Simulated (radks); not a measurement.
Q: Species: Au+. Configuration: [Kr] 4d10 4f14 5s2 5p5 5d10 6s1 (not the ground configuration). All-electron calculation, non-relativistic Kohn-Sham, PBE, spin-polarised, spherical densities, point nucleus; open shells are filled with parallel spins first (spin-orbit coupling, left out, can overturn this in heavy ions); relativity is left out, which matters for an element this heavy. Program: a radial shooting solver on a logarithmic mesh with Libxc functionals. Some entries of the table are withheld. Estimate them.

| orbital | occ. | eigenvalue (hartree) | r(max) (bohr) | <1/r> (bohr^-1) |
|---|---|---|---|---|
| 1s up | 1 | -2685.944 | 0.01272 | 78.45 |
| 1s down | 1 | -2685.939 | 0.01272 | 78.45 |
| 2s up | 1 | -448.6647 | 0.06913 | 18.46 |
| 2s down | 1 | -448.6621 | 0.06913 | 18.46 |
| 2p up | 3 | -431.3657 | 0.05362 | 18.50 |
| 2p down | 3 | -431.3615 | 0.05362 | 18.50 |
| 3s up | 1 | -105.4079 | 0.1889 | 7.153 |
| 3s down | 1 | -105.4049 | 0.1889 | 7.153 |
| 3p up | 3 | -97.25295 | 0.1777 | 7.108 |
| 3p down | 3 | -97.24927 | 0.1777 | 7.108 |
| 3d up | 5 | -82.03784 | 0.1396 | 7.039 |
| 3d down | 5 | -82.03417 | 0.1396 | 7.039 |
| 4s up | 1 | -22.64957 | 0.4214 | 3.126 |
| 4s down | 1 | -22.64348 | 0.4214 | 3.127 |
| 4p up | 3 | -19.13146 | 0.4206 | 3.039 |
| 4p down | 3 | -19.12487 | 0.4206 | 3.039 |
| 4d up | 5 | -12.66408 | 0.4132 | 2.856 |
| 4d down | 5 | -12.65672 | 0.4133 | 2.857 |
| 4f up | 7 | -4.00073 | 0.3703 | 2.510 |
| 4f down | 7 | -3.99116 | 0.3702 | 2.512 |
| 5s up | 1 | -3.61180 | 0.9338 | 1.299 |
| 5s down | 1 | -3.57544 | 0.9337 | 1.299 |
| 5p up | 3 | -2.49000 | (1) | 1.188 |
| 5p down | 2 | -2.45460 | (2) | 1.187 |
| 5d up | 5 | -0.74630 | 1.181 | 0.8885 |
| 5d down | 5 | -0.71393 | 1.184 | 0.8872 |
| 6s up | 1 | -0.45996 | 2.457 | 0.4375 |
| 6s down | 0 | -0.42764 | 2.460 | 0.4371 |

A: 
(1) 5p up r(max) (bohr): 0.9893
(2) 5p down r(max) (bohr): 0.9897
